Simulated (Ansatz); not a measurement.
C3H6GeO3, SMILES [OH][Ge]([CH2]C#C)([OH])[OH] (connectivity only; charge and spin as stated), charge -1, multiplicity 2. Atoms are numbered in the order given.

```xyz
13

O     -1.6283     1.6749     0.3994
Ge    -1.0557    -0.0074    -0.3518
O     -2.2567    -0.9472     0.6784
O     -0.9461    -1.5704    -1.5614
C      0.6616    -0.3088     0.7507
C      1.8043     0.4465     0.3059
C      2.7329     1.1111    -0.1204
H     -1.1630     2.3715    -0.0802
H     -2.3506    -1.8027     0.2424
H     -0.5557    -1.2858    -2.3957
H      0.3672    -0.0353     1.7747
H      0.8430    -1.3919     0.6965
H      3.5547     1.6919    -0.4841
```
Charge -1, spin multiplicity 2.

The structure is a stationary point at B3LYP-D3(BJ)/def2-SVPD. One conformer was computed; it need not be the lowest.

Two levels are set side by side: PBE-D3(BJ)/def2-SVPD (Ansatz, a first-principles code) and B3LYP-D3(BJ)/def2-SVPD (Ansatz). Each level has its own optimised geometry; the coordinates shown are those of the second. Differences are taken from unrounded values.

```json
[
 {"quantity": "mean bond length (Å)", "B3LYP-D3(BJ)": "1.386"},
 {"quantity": "bond O1–Ge2 (Å)", "B3LYP-D3(BJ)": "1.929"},
 {"quantity": "bond Ge2–O3 (Å)", "B3LYP-D3(BJ)": "1.840"},
 {"quantity": "bond Ge2–O4 (Å)", "B3LYP-D3(BJ)": "1.979"},
 {"quantity": "bond Ge2–C5 (Å)", "B3LYP-D3(BJ)": "2.063"},
 {"quantity": "bond C5–C6 (Å)", "B3LYP-D3(BJ)": "1.440"},
 {"quantity": "bond C6–C7 (Å)", "B3LYP-D3(BJ)": "1.219"},
 {"quantity": "bond O1–H8 (Å)", "B3LYP-D3(BJ)": "0.965"},
 {"quantity": "bond O3–H9 (Å)", "B3LYP-D3(BJ)": "0.965"},
 {"quantity": "bond O4–H10 (Å)", "B3LYP-D3(BJ)": "0.964"},
 {"quantity": "bond C5–H11 (Å)", "B3LYP-D3(BJ)": "1.100"},
 {"quantity": "bond C5–H12 (Å)", "B3LYP-D3(BJ)": "1.100"},
 {"quantity": "bond C7–H13 (Å)", "B3LYP-D3(BJ)": "1.070"}
]
```

### Question
What does PBE-D3(BJ) give, and how far is it from B3LYP-D3(BJ)? (An estimate is asked for; the answer gives what the named calculation found.)

### Answer

```
quantity              PBE-D3(BJ)  PBE-D3(BJ) minus B3LYP-D3(BJ)
--------------------  ----------  -----------------------------
mean bond length (Å)       1.396                          0.010
bond O1–Ge2 (Å)            1.939                          0.010
bond Ge2–O3 (Å)            1.855                          0.014
bond Ge2–O4 (Å)            1.994                          0.015
bond Ge2–C5 (Å)            2.079                          0.016
bond C5–C6 (Å)             1.437                         -0.003
bond C6–C7 (Å)             1.231                          0.012
bond O1–H8 (Å)             0.975                          0.010
bond O3–H9 (Å)             0.975                          0.010
bond O4–H10 (Å)            0.974                          0.009
bond C5–H11 (Å)            1.108                          0.008
bond C5–H12 (Å)            1.108                          0.008
bond C7–H13 (Å)            1.078                          0.008
```

Exact exchange shortens and stiffens bonds; PBE has none. Differences between two approximate levels are no errors against the true value.
